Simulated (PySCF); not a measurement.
## SrH, MP2: how much the basis matters

PySCF, UHF reference; doublet, unpaired electrons σ ↑; De to Sr + H without counterpoise correction. Frozen cores follow the default of each basis and core potential.

| basis | relativity | functions | Re (Å) | ωe (cm⁻¹) | De (eV) | frozen orbitals |
| --- | --- | --- | --- | --- | --- | --- |
| def2-SVP | scalar-relativistic core potentials | 28 | 2.176 | 1202 | 1.29 | 0 |
| def2-SVPD | scalar-relativistic core potentials | 34 | 2.151 | 1226 | 1.53 | 0 |
| def2-TZVP | scalar-relativistic core potentials | 39 | 2.174 | 1174 | 1.21 | 0 |
| x2c-SVPall | spin-free X2C | 55 | 2.121 | 1187 | 1.41 | 9 |

How does each smaller set differ from the one with most functions, x2c-SVPall?

def2-SVP: +5.5 pm, +1.3 % in ωe, -0.12 eV in De; def2-SVPD: +3.0 pm, +3.3 % in ωe, +0.12 eV in De; def2-TZVP: +5.3 pm, -1.1 % in ωe, -0.20 eV in De. All at MP2; the set with most functions is neither the basis-set limit nor always the best. The rows treat relativity differently, so the differences are not basis effects alone.

Correlated steps freeze the inner cores (0 to 9 orbitals); shallow outer-core shells are correlated. Correlated levels converge slowly with the basis: in double zeta they bind strong bonds too weakly, by up to about 1 eV, and carry superposition errors of some tenths. Spin–orbit coupling is left out. The state was picked by a PBE0 search and need not be the measured ground state.
